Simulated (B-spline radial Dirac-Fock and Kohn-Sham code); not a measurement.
## Two-hole binding energies of Ta⁵¹⁺

System: Ta⁵¹⁺ in the configuration 1s2 2s2 2p6 3s2 3p6 3d4.

Calculated with a B-spline atomic structure program, using ΔSCF Dirac-Fock with Breit, self-energy and vacuum polarisation, finite nucleus, configuration average. U is the two-hole binding energy less the two single-hole energies, the effective repulsion of the holes after relaxation. Each two-hole energy is an average over J within one jj subconfiguration.

```tsv
holes	E(a) (eV)	E(b) (eV)	E(ab) (eV)	U (eV)
1s⁻²	70735.7	70735.7	142923.9	1452.6
1s⁻¹ 2p1/2⁻¹	70735.7	14390.0	85614.2	488.5
1s⁻¹ 3p1/2⁻¹	70735.7	5352.0	76283.4	195.8
1s⁻¹ 3p3/2⁻¹	70735.7	5040.7	75953.8	177.4
2s⁻²	14916.4	14916.4	30128.4	295.6
2p1/2⁻²	14390.0	14390.0	?	?
2s⁻¹ 2p3/2⁻¹	14916.4	13118.2	28306.7	272.2
2p3/2⁻²	13118.2	13118.2	26546.5	310.2
2s⁻¹ 3p1/2⁻¹	14916.4	5352.0	20429.4	161.0
2p1/2⁻¹ 3s⁻¹	14390.0	5572.9	20119.1	156.2
2p1/2⁻¹ 3p3/2⁻¹	14390.0	5040.7	19589.5	158.8
2p3/2⁻¹ 3s⁻¹	13118.2	5572.9	18844.7	153.6
2p3/2⁻¹ 3p1/2⁻¹	13118.2	5352.0	18634.2	164.1
3p1/2⁻²	5352.0	5352.0	10834.0	130.0
```

Question: Give the missing two-hole energy and U.

Answer: E(ab) = 29142.3 eV and U = 362.3 eV.
